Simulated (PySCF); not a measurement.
Species: C₅H₁₀GeO.
Bonds: Ge1–O2, O2–C3, C3–C4, C4–C5, C5–C6, C5–C7, C3–C6, C3–C7. Hydrogens: H8, H9, H10 on Ge1; H11, H12 on C4; H13 on C5; H14, H15 on C6; H16, H17 on C7.

Method: PySCF 2.14.0, PBE0-D3(BJ)/def2-SVP geometry optimisation, gas phase; density fitting, grid level 1; the optimiser is geomeTRIC in internal coordinates, started from a GFN2-xTB structure with every atom displaced at random (about 0.01 Å).

Step 0: E = -63883.5702 eV
```
atom  x, y, z in Å  |  force x, y, z in eV/Å
Ge1     2.5246    1.3457   -0.8231   -0.704   0.557  -0.026
O2      0.9442    1.9108   -0.2372   -0.880   0.030   0.189
C3     -0.1806    1.1319   -0.0404    1.870   0.246  -0.044
C4     -1.4861    1.6394    0.4863   -1.353   0.262   0.289
C5     -1.6848    0.1163    0.2467    0.121   0.216   0.407
C6     -0.9432    0.3166   -1.0772   -0.100  -0.341   0.086
C7     -0.3002   -0.0648    0.9244   -0.822   0.531  -0.116
H8      2.3717    0.7896   -2.2081   -0.021  -0.345  -0.685
H9      3.0822    0.3528    0.1272    0.448  -0.770   0.659
H10     3.2476    2.6543   -0.8097    0.580   0.514  -0.062
H11    -2.0860    2.2976   -0.1566    0.075   0.111  -0.190
H12    -1.5410    1.9865    1.5262    0.181  -0.016   0.156
H13    -2.6013   -0.4602    0.4152    0.028  -0.035   0.025
H14    -0.4437   -0.5558   -1.4778    0.364  -0.583  -0.270
H15    -1.4571    0.8593   -1.8539   -0.401   0.502  -0.549
H16     0.2499   -0.9463    0.6716    0.589  -1.003  -0.305
H17    -0.2416    0.1606    1.9868    0.024   0.124   0.435
```

Step 1: E = -63883.7430 eV
```
atom  x, y, z in Å  |  force x, y, z in eV/Å
Ge1     2.4852    1.3836   -0.8144    0.050  -0.130   0.079
O2      0.8925    1.9881   -0.2293    0.499  -0.048  -0.113
C3     -0.1612    1.1473   -0.0363   -0.370   0.160   0.054
C4     -1.5265    1.6369    0.4914    0.069  -0.167  -0.033
C5     -1.6747    0.1166    0.2555    0.029   0.085   0.026
C6     -0.9373    0.3113   -1.0842   -0.018  -0.008  -0.180
C7     -0.2947   -0.0598    0.9241    0.159  -0.216   0.041
H8      2.3268    0.7734   -2.2372   -0.001   0.093   0.246
H9      3.0336    0.3099    0.1825   -0.159   0.257  -0.243
H10     3.3762    2.6433   -0.8349   -0.124  -0.150   0.005
H11    -2.0963    2.3009   -0.1736   -0.028   0.037  -0.044
H12    -1.5484    1.9806    1.5357   -0.001   0.018   0.042
H13    -2.5719   -0.4876    0.4272   -0.005  -0.048   0.010
H14    -0.4259   -0.5749   -1.4969   -0.009   0.021   0.008
H15    -1.4651    0.8787   -1.8700    0.021  -0.041   0.062
H16     0.2683   -0.9769    0.6597   -0.094   0.149   0.050
H17    -0.2265    0.1627    2.0010   -0.020  -0.013  -0.009
```

**Question.** Estimate the geometry and energy of step 2. (The exact step hangs on the optimiser's Hessian estimate; all steps are aligned on step 1, rigid shifts and turns removed.)

**Answer.** E = -63883.7576 eV, largest force 0.183 eV/Å
```
atom  x, y, z in Å  |  force x, y, z in eV/Å
Ge1     2.4775    1.3744   -0.8100    0.000  -0.026   0.021
O2      0.9013    1.9971   -0.2286    0.080  -0.020  -0.007
C3     -0.1613    1.1595   -0.0369   -0.144   0.107   0.035
C4     -1.5294    1.6345    0.4908    0.033  -0.036   0.002
C5     -1.6633    0.1142    0.2529   -0.029   0.035   0.007
C6     -0.9315    0.3199   -1.0895    0.050  -0.053  -0.023
C7     -0.2837   -0.0529    0.9236    0.051  -0.055  -0.037
H8      2.3005    0.7644   -2.2133   -0.004  -0.005  -0.005
H9      2.9979    0.3110    0.1777   -0.008   0.011  -0.011
H10     3.3760    2.6142   -0.8374    0.004   0.008  -0.003
H11    -2.1053    2.2959   -0.1747   -0.003  -0.002   0.002
H12    -1.5545    1.9767    1.5369   -0.006   0.008  -0.002
H13    -2.5535   -0.5020    0.4242    0.003  -0.009   0.003
H14    -0.4135   -0.5604   -1.5048    0.003   0.006  -0.002
H15    -1.4658    0.8832   -1.8708   -0.007   0.000   0.023
H16     0.2835   -0.9612    0.6589   -0.009   0.020   0.005
H17    -0.2206    0.1658    2.0012   -0.016   0.009  -0.008
```

The energy changes by -0.0146 eV. The first-order estimate −F·Δx gives -0.0261 eV and the mean of the old and new forces, exact on a quadratic surface, -0.0143 eV. The step makes an angle of 70° with the force vector and moves no atom by more than 0.037 Å.

What follows is the cost of the whole optimisation. Time: 69 s wall; peak memory 0.70 GiB. Hardware: one thread, Arm Neoverse V1 (aarch64), no GPU, shared host with 64 logical CPUs at a one-minute load of 18.
